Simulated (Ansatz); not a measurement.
BH3O (SMILES BO) moved off its minimum; all values from Ansatz (a quantum-chemistry and plane-wave program), cores frozen in correlated methods.
(charge 0, multiplicity 1)
```xyz
5

B     -0.32016    -0.56696     0.05155
H     -0.20356    -1.15391     0.97350
H     -1.37652    -0.72974    -0.73335
O      0.50522     0.49472    -0.03468
H      0.53660     1.10818    -0.69679
```

```csv
level,largest force (eV/Å),on atom,rms difference from CCSD(T)/aug-cc-pVTZ (eV/Å),dipole (D)
HF/def2-TZVPP,4.49,B1,0.456,1.30
PBE/def2-TZVPP,4.37,B1,0.193,1.47
r2SCAN/def2-TZVPP,4.37,B1,0.143,1.43
B3LYP/def2-TZVPP,4.29,B1,0.143,1.40
wB97M-V/def2-TZVPP,4.31,B1,0.130,1.41
MP2/aug-cc-pVTZ,4.47,B1,0.051,1.33
CCSD(T)/aug-cc-pVTZ,4.41,B1,0.000,1.33
```

The differences count from one level among others, with limits of its own. Forces at CCSD(T)/aug-cc-pVTZ (eV/Å):

| atom | Fx | Fy | Fz |
|---|---|---|---|
| B1 | -2.684 | 1.799 | -3.005 |
| H2 | 0.409 | -1.871 | 2.152 |
| H3 | 1.929 | 0.188 | 0.931 |
| O4 | 0.769 | -2.211 | 2.779 |
| H5 | -0.423 | 2.095 | -2.857 |
